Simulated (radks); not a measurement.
The numbers below are computed, except where a source is named.
Species: the chlorine ion Cl+. Configuration: [Ne] 3s2 3p4.

Level of theory: Dirac Kohn-Sham, PBE, spin-unpolarised, spherical densities, finite nucleus; open shells fill j = l - 1/2 first; Fermi nuclear charge, rms radius 3.3654 fm (a radial shooting solver on a logarithmic mesh with Libxc functionals).

Energy parts (eV):
| part | energy |
|---|---|
| total | -12542.486 |
| kinetic | 12608.773 |
| electron-nucleus | -29732.703 |
| Hartree | 5335.649 |
| exchange-correlation | -754.205 |

Orbitals (lengths in bohr, moments of r in powers of bohr; r(max) is where P^2 peaks):
\begin{tabular}{lrrrrrr}
orbital & occ. & eigenvalue (eV) & <r^4> & r(max) & <r^2> & small-component weight \\ \hline
1s1/2 & 2 & -2764.064 & 0.0003202 & 0.05946 & 0.01114 & 3.66e-03 \\
2s1/2 & 2 & -265.4579 & 0.09900 & 0.3618 & 0.2342 & 5.74e-04 \\
2p1/2 & 2 & -205.5522 & 0.08955 & 0.3004 & 0.2046 & 5.52e-04 \\
2p3/2 & 4 & -203.8536 & 0.09135 & 0.3022 & 0.2068 & 5.48e-04 \\
3s1/2 & 2 & -32.0770 & 10.83 & 1.268 & 2.565 & 9.57e-05 \\
3p1/2 & 2 & -19.5066 & 20.93 & 1.387 & 3.420 & 7.47e-05 \\
3p3/2 & 2 & -19.3640 & 21.30 & 1.393 & 3.450 & 7.42e-05 \\
\end{tabular}

The highest occupied level is 3p3/2 at -19.364 eV. Summed over all electrons, <r^2> = 20.60 bohr^2, which gives a Langevin (diamagnetic) susceptibility term of -16.3 x 10^-6 cm^3/mol.
